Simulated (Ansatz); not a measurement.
C4H5Si (`[C]#C[SiH2]C=C`) radical, relaxed with UKS PBE0-D4/def2-TZVP in the Gaussian-basis code of Ansatz from a PBE-D4/def2-SVP geometry. The force threshold is 0.005 eV/Å; the program also tests the step.

Total charge 0; spin multiplicity 2.

Start:

```xyz
10

C     0.486    3.390   -0.136
C     0.408    2.210   -0.509
Si    0.059    0.450   -0.950
C     0.415   -0.676    0.504
C    -0.521   -1.476    1.055
H    -1.381    0.306   -1.353
H     0.950    0.126   -2.121
H     1.439   -0.688    0.922
H    -1.561   -1.498    0.684
H    -0.294   -2.145    1.903
```

Question: How much energy does the relaxation release, and in how many steps? (Best estimate.)

Answer: Ansatz gave: 7.74 kJ/mol, in 9 steps, 1 of them rejected.

Question: Which bonds change most? (Estimate.)

Answer: Ansatz gave: C1–C2 from 1.240 to 1.213 Å; Si3–H7 from 1.506 to 1.485 Å; Si3–C4 from 1.873 to 1.853 Å; C4–C5 from 1.349 to 1.330 Å.

Question: Give the relaxed structure. (Best estimate.)

Answer: Ansatz gave: 
```xyz
10

C     0.552    3.347   -0.169
C     0.345    2.193   -0.481
Si    0.049    0.442   -0.935
C     0.411   -0.665    0.506
C    -0.510   -1.464    1.036
H    -1.373    0.287   -1.329
H     0.933    0.144   -2.091
H     1.413   -0.668    0.932
H    -1.527   -1.497    0.655
H    -0.293   -2.120    1.875
```
